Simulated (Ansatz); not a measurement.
`Cl[Si](Cl)(Cl)Br` → `ClBr` + `Cl[Si]Cl`  (silylene loss)

Gas-phase electronic energies from Ansatz, PBE0-D4/def2-TZVP geometries. CCSD(T)/CBS is the MP2 limit (def2-TZVPP, def2-QZVPP) plus CCSD(T) − MP2 in def2-TZVPP, frozen cores. This one scheme is used for every species. Functionals use def2-TZVPP. HSE06 is defined as in plane-wave codes. For Br outer-core shells are correlated without core-valence functions, which leaves a few kJ/mol of doubt a bond. Scalar relativity is left out up to krypton.

```json
{"species": "`Cl[Si](Cl)(Cl)Br`", "HSE06 energy (Eh)": "-4243.61623"}
{"species": "`ClBr`", "HSE06 energy (Eh)": "-3033.89519"}
{"species": "`Cl[Si]Cl`", "HSE06 energy (Eh)": "-1209.55088"}
```

**Question.** Work out ΔE.

**Answer.** ΔE = (-3033.89519) + (-1209.55088) − (-4243.61623) = 0.17016 Eh = +106.8 kcal/mol. CCSD(T)/CBS gives +109.8 kcal/mol.

Largest T1 diagnostic among the species: 0.013.

From BLYP to BHLYP (50 % exact exchange), in def2-TZVPP and without D4, ΔE moves by +16.6 kcal/mol. The D4 term adds +5.8 kcal/mol with B3LYP and +3.1 kcal/mol with PBE0; it sums over pairs of atoms, weighted by their polarisabilities, and B3LYP, whose exchange is more repulsive, gets the larger term. At CCSD(T), def2-SVP lies −3.2 kcal/mol from the extrapolated value and def2-TZVPP −1.9 kcal/mol.

B3LYP here is the variant with VWN-RPA as its local correlation; programs differ in this.
